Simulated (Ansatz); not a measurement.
`NCOC[SiH3]` → `[CH2]` (triplet) + `NCO[SiH3]`  (formal loss of a carbene)

Computed with Ansatz on PBE0-D4/def2-TZVP structures; ΔE is electronic, products minus reactants. CCSD(T)/CBS is the MP2 limit (def2-TZVPP, def2-QZVPP) plus CCSD(T) − MP2 in def2-TZVPP, frozen cores. This one scheme is used for every species. DFT in def2-TZVPP. B3LYP here is the variant with VWN-RPA as its local correlation; programs differ in this. Triplets are unrestricted, without spin–orbit coupling. One conformer a species, not always the lowest.

Q: Is it downhill or uphill in electronic energy at CCSD(T)/CBS, and by how much? (An estimate is asked.)

A: Computed: Uphill: ΔE = +2.95 eV.

Q: What do these levels give: PBE-D4, r2SCAN-D4, B3LYP-D4, ωB97X-V, PBE, HF/def2-TZVPP, MP2/def2-TZVPP, CCSD/def2-TZVPP, CCSD(T)/def2-TZVPP, HF/def2-QZVPP, HF/CBS(def2), CCSD/CBS(def2)? (An estimate is asked.)

A: The calculation gave: PBE-D4 3.16, r2SCAN-D4 2.74, B3LYP-D4 2.91, ωB97X-V 3.12, PBE 3.09, HF/def2-TZVPP 1.32, MP2/def2-TZVPP 2.91, CCSD/def2-TZVPP 2.71, CCSD(T)/def2-TZVPP 2.85, HF/def2-QZVPP 1.31, HF/CBS(def2) 1.31, CCSD/CBS(def2) 2.81 eV.

Largest T1 diagnostic among the species: 0.011.

In def2-TZVPP, CCSD(T) changes the Hartree–Fock value by +1.53 eV (the triples alone add +0.14 eV) and MP2 by +1.59 eV. The D4 term adds +0.11 eV with B3LYP and +0.06 eV with PBE0; it sums over pairs of atoms, weighted by their polarisabilities, and B3LYP, whose exchange is more repulsive, gets the larger term. From PBE to PBE0 (25 % exact exchange), in def2-TZVPP and without D4, ΔE moves by −0.14 eV.
